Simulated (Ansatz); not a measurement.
C$_{6}$H$_{4}$HfO, SMILES `C#[C][Hf]([OH])([C]#C)[C]#C`, relaxed with RKS PBE0-D4/def2-TZVP in Ansatz 0.2.0 from a GFN2-xTB geometry. The force threshold is 0.005 eV/Å; the program also tests the step.

Total charge 0; spin multiplicity 1. Hf takes the def2 core potential.

Start:

```xyz
12

C     1.199   -2.280    2.220
C     0.901   -1.435    1.408
Hf    0.334    0.122   -0.099
O     1.941    1.086   -0.660
C    -0.554   -0.860   -1.906
C    -1.032   -1.392   -2.881
C    -0.994    1.722    0.753
C    -1.706    2.588    1.206
H     1.460   -3.019    2.929
H     2.232    1.981   -0.839
H    -1.452   -1.856   -3.733
H    -2.329    3.343    1.603
```

| step | energy (eV) | largest force (eV/Å) | largest move (Å) |
| --- | --- | --- | --- |
| 1 | -9630.6830 | 1.397 | 0.000 |
| 2 | -9630.7313 | 0.904 | 0.156 |
| 3 | -9630.8324 | 0.164 | 0.054 |
| 4 | -9630.8380 | 0.143 | 0.030 |
| 5 | -9630.8594 | 0.362 | 0.173 |
| 6 (rejected) | -9630.5738 | 4.270 | 0.195 |
| 7 | -9630.8660 | 0.113 | 0.097 |
| 8 | -9630.8697 | 0.203 | 0.098 |
| 9 (rejected) | -9630.8662 | 0.527 | 0.150 |
| 10 | -9630.8721 | 0.029 | 0.075 |
| 11 | -9630.8722 | 0.046 | 0.008 |
| 12 | -9630.8725 | 0.002 | 0.029 |
| 13 | -9630.8725 | 0.018 | 0.022 |
| 14 | -9630.8725 | 0.010 | 0.004 |
| 15 | -9630.8725 | 0.000 | 0.001 |

End:

```xyz
12

C     1.172   -2.134    2.187
C     0.912   -1.286    1.357
Hf    0.374    0.219   -0.131
O     1.935    1.130   -0.676
C    -0.531   -0.744   -1.868
C    -1.065   -1.295   -2.811
C    -1.023    1.656    0.736
C    -1.827    2.425    1.225
H     1.399   -2.880    2.917
H     2.722    1.589   -0.951
H    -1.534   -1.779   -3.638
H    -2.534    3.099    1.654
```

It took 110 s on 4 threads of an Arm Neoverse V2 on a shared host, with 0.98 GiB of host memory at the peak.
